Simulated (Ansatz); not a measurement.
C2H5BOS, SMILES `B1COCS1`. Charge 0, multiplicity 1.

| atom | x (Å) | y (Å) | z (Å) |
| --- | --- | --- | --- |
| B1 | 0.381 | -1.263 | -0.301 |
| C2 | -0.686 | -0.548 | 0.608 |
| O3 | -0.256 | 0.791 | 0.830 |
| C4 | 0.398 | 1.302 | -0.276 |
| S5 | 1.409 | -0.045 | -1.042 |
| H6 | 0.497 | -2.430 | -0.500 |
| H7 | -1.671 | -0.567 | 0.107 |
| H8 | -0.825 | -1.011 | 1.588 |
| H9 | -0.294 | 1.652 | -1.053 |
| H10 | 1.047 | 2.119 | 0.039 |

(1) Give the diagnostics of a CCSD(T)/def2-TZVPP run (frozen core, Ansatz). (Best estimate.)

## Answers

(1) Computed: T1 = 0.0146, largest single amplitude 0.036, largest double 0.040, (T) share of the correlation energy 4.3 %, 10 CCSD cycles. The RHF solution is stable towards an unrestricted one. T1 lies under the customary mark of 0.02 for closed shells.
